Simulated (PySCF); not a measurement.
O4Os, multiplicity 1. Atoms are numbered in the order given.

```xyz
5

Os     0.0000     0.0000     0.0000
O     -0.9851     0.9851    -0.9851
O      0.9851     0.9851     0.9851
O      0.9851    -0.9851    -0.9851
O     -0.9851    -0.9851     0.9851
```
Charge 0, spin multiplicity 1.

Geometry optimised at B3LYP-D3(BJ)/def2-SVP. The multiplicity is an assumed one; other spin states were not compared. The isomer is the one that the SMILES or the coordinates give; other isomers of the formula were not compared. The def2 effective core potentials stand for the cores of Os; spin–orbit coupling is left out.

The numbers are results of PBE/def2-TZVP (PySCF), not measurements.

ESP charges are fitted to the potential on shells at 1.4 to 2.0 van der Waals radii. Atomic charges (e):

```json
[
 {"atom": "Os1", "Löwdin": "1.08", "Mulliken": "1.46", "ESP fit": "1.20"},
 {"atom": "O2", "Löwdin": "-0.27", "Mulliken": "-0.37", "ESP fit": "-0.30"},
 {"atom": "O3", "Löwdin": "-0.27", "Mulliken": "-0.37", "ESP fit": "-0.30"},
 {"atom": "O4", "Löwdin": "-0.27", "Mulliken": "-0.37", "ESP fit": "-0.30"},
 {"atom": "O5", "Löwdin": "-0.27", "Mulliken": "-0.37", "ESP fit": "-0.30"}
]
```
